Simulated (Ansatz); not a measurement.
The cluster Na₅ was relaxed with PBE (def2-SVP) in Ansatz in these states: neutral doublet, neutral quartet. The geometries follow in no particular order.

A:

Cartesian coordinates in Å:
```
Na -1.582 1.785 -0.291
Na 0.348 -0.980 1.094
Na 2.936 -2.208 -1.559
Na -2.420 0.997 3.013
Na 0.718 0.405 -2.258
```

B:

```tsv
atom	x (Å)	y (Å)	z (Å)
Na1	-2.365	0.217	0.933
Na2	0.550	-0.725	-0.824
Na3	3.504	0.929	-0.270
Na4	-2.420	-2.376	-1.309
Na5	0.731	1.954	1.470
```

Judge from the bond lengths which geometry belongs to which state (an estimate).

A is the neutral quartet (Na2–Na3 3.904 Å, Na2–Na4 3.906 Å, Na1–Na5 3.327 Å); B is the neutral doublet (Na2–Na3 3.431 Å, Na2–Na4 3.433 Å, Na1–Na5 3.590 Å).

At PBE0/def2-TZVP a doublet lies 0.85 eV below the neutral quartet. These are the stationary points nearest to one start from a short search; other shapes may lie lower in each state.
